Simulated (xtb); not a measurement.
C$_{3}$H$_{5}$O (SMILES [CH2-]C(C)=O), charge -1, singlet, from a rough starting geometry; GFN2-xTB (xtb 6.7.1).

Input for xtb:
```
$ xtb mol.xyz --gfn 2 --chrg -1 --opt vtight --json

# file mol.xyz
9

O     -0.03209982     0.20924666     1.97780965
C     -0.05189679     0.20937062     0.67556718
C     -0.00105022     1.52415888    -0.09440245
C      0.02790203    -1.10950523    -0.05391537
H     -0.00131142    -1.93162293     0.61375125
H     -0.86128687     1.53359316    -0.79697412
H      0.90840666     1.59601313    -0.75637288
H      0.91009738    -1.11681640    -0.75041867
H     -0.84539169    -1.06812725    -0.71846919
```

Output, abridged:

```
   ID    Z sym.   atoms
    1    8 O      1
    2    6 C      2-4
    3    1 H      5-9

           -------------------------------------------------
          |                Calculation Setup                |
           -------------------------------------------------

           -------------------------------------------------
          |                 G F N 2 - x T B                 |
           -------------------------------------------------

          ...................................................
          :                      SETUP                      :
          :.................................................:
          :  # basis functions                  21          :
          :  # atomic orbitals                  21          :
          :  # shells                           13          :
          :  # electrons                        24          :
          :  max. iterations                   250          :
          :  Hamiltonian                  GFN2-xTB          :
          :  restarted?                      false          :
          :  GBSA solvation                  false          :
          :  PC potential                    false          :
          :  electronic temp.          300.0000000     K    :
          :  accuracy                    1.0000000          :
          :  -> integral cutoff          0.2500000E+02      :
          :  -> integral neglect         0.1000000E-07      :
          :  -> SCF convergence          0.1000000E-05 Eh   :
          :  -> wf. convergence          0.1000000E-03 e    :
          :  Broyden damping             0.4000000          :
          :  net charge                         -1          :
          :  unpaired electrons                  0          :
          ...................................................

 iter      E             dE          RMSdq      gap      omega  full diag
   1    -13.0994499 -0.130994E+02  0.579E+00    2.79       0.0  T
   2    -12.3985422  0.700908E+00  0.948E+00    0.13       1.0  T
   3    -13.1833484 -0.784806E+00  0.327E+00    2.84       1.0  T
   4    -13.1990543 -0.157059E-01  0.284E+00    2.06       1.0  T
   5    -13.2146400 -0.155857E-01  0.189E+00    1.45       1.0  T
   6    -13.2203301 -0.569006E-02  0.150E+00    1.07       1.0  T
   7    -13.2274819 -0.715180E-02  0.641E-01    0.45       1.0  T
   8    -13.2293235 -0.184164E-02  0.236E-01    0.16       1.0  T
   9    -13.2289918  0.331768E-03  0.333E-01    0.26       1.0  T
[...]
 * total energy  :   -13.1904084 Eh     change       -0.3314860E-04 Eh
 * total energy  :   -13.1904168 Eh     change       -0.8427973E-05 Eh
 * total energy  :   -13.1904219 Eh     change       -0.5012699E-05 Eh
 * total energy  :   -13.1904279 Eh     change       -0.6012269E-05 Eh
 * total energy  :   -13.1904349 Eh     change       -0.7017281E-05 Eh
 * total energy  :   -13.1904367 Eh     change       -0.1768713E-05 Eh
 * total energy  :   -13.1904352 Eh     change        0.1500526E-05 Eh
 * total energy  :   -13.1904390 Eh     change       -0.3835648E-05 Eh
 * total energy  :   -13.1904397 Eh     change       -0.7158440E-06 Eh
 * total energy  :   -13.1904402 Eh     change       -0.4823027E-06 Eh
 * total energy  :   -13.1904407 Eh     change       -0.5359732E-06 Eh
 * total energy  :   -13.1904408 Eh     change       -0.7673845E-07 Eh
   *** GEOMETRY OPTIMIZATION CONVERGED AFTER 45 ITERATIONS ***
         :: total energy             -13.190440798984 Eh    ::
[...]
     3   6 C        2.839    -0.220    33.857     9.536
     4   6 C        3.752    -0.096    22.398     6.749
     5   1 H        0.924    -0.013     3.292     2.837
     6   1 H        0.926    -0.060     4.334     3.256
     7   1 H        0.925    -0.083     4.992     3.494
     8   1 H        0.924    -0.024     3.518     2.933
     9   1 H        0.924    -0.013     3.299     2.841

 Mol. C6AA /au·bohr⁶  :        929.000962
 Mol. C8AA /au·bohr⁸  :      19788.373618
 Mol. α(0) /au        :         46.779252

Wiberg/Mayer (AO) data.
largest (>0.10) Wiberg bond orders for each atom

 ---------------------------------------------------------------------------
     #   Z sym  total        # sym  WBO       # sym  WBO       # sym  WBO
 ---------------------------------------------------------------------------
     1   8 O    1.734 --     2 C    1.414     3 C    0.241
     2   6 C    3.965 --     3 C    1.612     1 O    1.414     4 C    0.936
     3   6 C    3.835 --     2 C    1.612     6 H    0.977     7 H    0.975
                             1 O    0.241
     4   6 C    3.974 --     8 H    0.989     5 H    0.985     9 H    0.985
                             2 C    0.936
     5   1 H    1.000 --     4 C    0.985
     6   1 H    0.996 --     3 C    0.977
     7   1 H    0.993 --     3 C    0.975
     8   1 H    0.999 --     4 C    0.989
     9   1 H    1.000 --     4 C    0.985
 ---------------------------------------------------------------------------

Topologies differ in total number of bonds
Writing topology from bond orders to xtbtopo.mol

molecular dipole:
                 x           y           z       tot (Debye)
 q only:        0.842      -0.899      -1.542
   full:        1.005      -1.023      -1.835       5.919
molecular quadrupole (traceless):
                xx          xy          yy          xz          yz          zz
 q only:        3.212       0.345       0.360       5.344      -0.572      -3.573
  q+dip:        2.578       0.624       2.187       5.783      -1.123      -4.765
   full:        2.897       0.503       1.783       5.966      -0.889      -4.680

optimized geometry written to: xtbopt.xyz

           -------------------------------------------------
          | TOTAL ENERGY              -13.190440798984 Eh   |
          | GRADIENT NORM               0.000041611107 Eh/α |
          | HOMO-LUMO GAP               4.759892338411 eV   |
           -------------------------------------------------

normal termination of xtb
```
